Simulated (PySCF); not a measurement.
**Unknown compound**

The spectra below were simulated for a compound C$_{5}$H$_{8}$N$_{2}$OSi.

¹H NMR (500 MHz, computed): δ 9.01 (m, 1H), 8.99 (m, 1H), 6.32 (q, 1H), 5.38 (s, 2H), 2.10 (d, 3H).

¹³C{¹H} NMR (computed): δ 180.0 (CH2), 135.1 (CH), 131.4 (C), 119.6 (C), 17.2 (CH3).

- structure optimised with GFN2-xTB
- NMR shieldings at PBE0/pcSseg-1/GIAO
- code: PySCF 2.14
- one averaged value for each set of equivalent atoms, a single conformation, non-relativistic Hamiltonian, in vacuum

Chemical shifts δ = σref − σ; TMS for ¹H (31.72 ppm), ¹³C (186.93 ppm), all at this level.

Task: Propose a structure and justify it.

Result: 
- Rings plus π bonds: 4 (no ring in the answer).
- 5 carbon signals for 5 carbons: no two carbons are equivalent.
- Carbon types of the structure: 2 × C, 1 × CH, 1 × CH2, 1 × CH3, leaving 2 H on heteroatoms.
- δC 180.0: C=N carbon.
- δC 135.1: β carbon of an enol-ether or enamine type C=C.
- δC 131.4: alkene carbon bearing oxygen; an sp2 carbon of a C=C bond.
- δC 119.6: nitrile carbon; this is the usual window of a C≡N carbon, which has no attached hydrogen.
- δH 9.01, 8.99: hydrogen on a C=N carbon.
- δH 6.32: hydrogen on a β carbon of an enol-ether or enamine type C=C; attached to an sp2 carbon and in the plane of the double bond.
- δH 2.10: hydrogen on an allylic methyl carbon; allylic position.

Structure: SMILES C(/C(O[SiH2]N=C)=C\C)#N.

The data come from this structure; uniqueness wasn't tested.

Shifts are as computed. Against solution values, carbons near 30 ppm lie about +3 ppm off and those near 130 ppm about +5 ppm. Of 1309 compounds with measured shifts, 239 miss one by over three times the rms of a fit or turn the order of signals round; such compounds aren't used in these exercises. No couplings were computed; multiplicities are counted from neighbouring protons, with m where these are inequivalent, close in shift, in a saturated or five-membered ring or joined by F or P, and br s for small geminal =CH2 splittings.
